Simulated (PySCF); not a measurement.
Two species compared at the same levels of theory.

First species: C4H9Cl.
SMILES with atom numbers: `[CH3:1][CH2:2][CH2:3][CH2:4][Cl:5]` (hydrogens: H6, H7, H8 on C1; H9, H10 on C2; H11, H12 on C3; H13, H14 on C4)

Second species: Ethylbenzene, C8H10.
Atom-mapped SMILES: `[CH3:1][CH2:2][c:3]1[cH:4][cH:5][cH:6][cH:7][cH:8]1` (hydrogens: H9, H10, H11 on C1; H12, H13 on C2; H14 on C4; H15 on C5; H16 on C6; H17 on C7; H18 on C8)

Levels: PBE0/pcSseg-1 for dipole moment, HOMO energy, LUMO energy and HOMO–LUMO gap; PBE0-D3(BJ)/def2-SVP for rotational constant A and rotational constant C. Geometries: PBE0-D3(BJ)/def2-SVP. Each structure is a single optimised conformer of the isolated species, non-relativistic unless stated; the electronic structure was computed with PySCF and density fitting.

Dipoles, sizes and rotational constants follow the conformer. The torsions of the flexible species, by atom-mapped SMILES:
- `[CH3:1][CH2:2][CH2:3][CH2:4][Cl:5]`: C1–C2–C3–C4 180°, C2–C3–C4–Cl5 180°
- `[CH3:1][CH2:2][c:3]1[cH:4][cH:5][cH:6][cH:7][cH:8]1`: C1–C2–C3–C4 -88°

Values for the first species:

| Property | Result |
| --- | --- |
| Dipole moment | 2.33 D |
| HOMO energy | -8.32 eV |
| LUMO energy | 0.90 eV |
| HOMO–LUMO gap | 9.22 eV |
| Rotational constant A | 16.939 GHz |
| Rotational constant C | 1.264 GHz |

(1) Estimate the same properties for the second species, and the change in each.

## Answers

(1) 
```csv
property,first,second,second less first
dipole moment,2.33 D,0.39 D,-1.94 D
HOMO energy,-8.32 eV,-7.00 eV,+1.32 eV
LUMO energy,0.90 eV,-0.15 eV,-1.05 eV
HOMO–LUMO gap,9.22 eV,6.85 eV,-2.37 eV
rotational constant A,16.939 GHz,4.534 GHz,-12.405 GHz
rotational constant C,1.264 GHz,1.216 GHz,-0.048 GHz
```

On the first: In atomic units the dipole is 0.92 e·bohr (1 au = 2.5417 D).

On the second: The dipole matches unit charges of opposite sign 0.08 Å apart (1 e·Å = 4.8032 D). A dipole of 0.39 D is allowed in Cs, and pure rotational transitions are dipole-allowed.
